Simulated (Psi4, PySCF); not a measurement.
CH₅NSi (SMILES C[Si]N), singlet, at a GFN2-xTB geometry, atoms displaced at random by about 0.03 Å a coordinate. Base run: TPSS/STO-3G, gradient (PySCF).

Input for PySCF:
```python
from pyscf import gto, scf, dft

mol = gto.M(
    atom='''
Si   -0.43953617    0.00200520    0.55161358
C     0.61043683    1.30687650   -0.29601215
H     0.51383442    2.29101703    0.03349714
H     0.35859828    1.37346515   -1.40348818
H     1.64213481    1.09568728   -0.23326466
N    -0.00391498   -1.34417257   -0.39315304
H     0.62756488   -1.35290044   -1.12909252
H    -0.42891061   -2.23386166   -0.26375951
''',
    basis='sto-3g',
    verbose=4,
)

mf = dft.RKS(mol)
mf.xc = 'tpss'
mf.kernel()
g = mf.nuc_grad_method()
grad = g.kernel()
```

Programs used: Psi4, PySCF; a row that names a program was run with it.

The coordinate followed is x of atom 4.

Each row names what was changed in the base input (with any setting that the change needs).

```json
[
 {"change": "base", "dE/dx (Eh/bohr)": "-0.007419", "net force (Eh/bohr)": "0.000048"},
 {"change": "density fitting = on", "dE/dx (Eh/bohr)": "-0.007416", "net force (Eh/bohr)": "0.000048"},
 {"change": "code = psi4", "dE/dx (Eh/bohr)": "-0.007417", "net force (Eh/bohr)": "0.000279"},
 {"change": "finite difference step (bohr) = 1e-5; conv_tol = 1e-11", "dE/dx (Eh/bohr)": "-0.007417", "net force (Eh/bohr)": "-"},
 {"change": "grids.level = 1; grid_response = on", "dE/dx (Eh/bohr)": "-0.007399", "net force (Eh/bohr)": "0.000000"},
 {"change": "grids.level = 1; grid_response = off", "dE/dx (Eh/bohr)": "-0.007421", "net force (Eh/bohr)": "0.000648"},
 {"change": "finite difference step (bohr) = 1e-3; conv_tol = 1e-11", "dE/dx (Eh/bohr)": "-0.007417", "net force (Eh/bohr)": "-"},
 {"change": "finite difference step (bohr) = 0.01; conv_tol = 1e-11", "dE/dx (Eh/bohr)": "-0.007418", "net force (Eh/bohr)": "-"},
 {"change": "grids.level = 5; grid_response = off", "dE/dx (Eh/bohr)": "-0.007418", "net force (Eh/bohr)": "0.000005"},
 {"change": "finite difference step (bohr) = 0.2; conv_tol = 1e-11", "dE/dx (Eh/bohr)": "-0.007681", "net force (Eh/bohr)": "-"},
 {"change": "finite difference step (bohr) = 1e-4; conv_tol = 1e-11", "dE/dx (Eh/bohr)": "-0.007417", "net force (Eh/bohr)": "-"},
 {"change": "conv_tol = 1e-6", "dE/dx (Eh/bohr)": "-0.007419", "net force (Eh/bohr)": "0.000048"}
]
```

The net force is zero for an exact gradient.
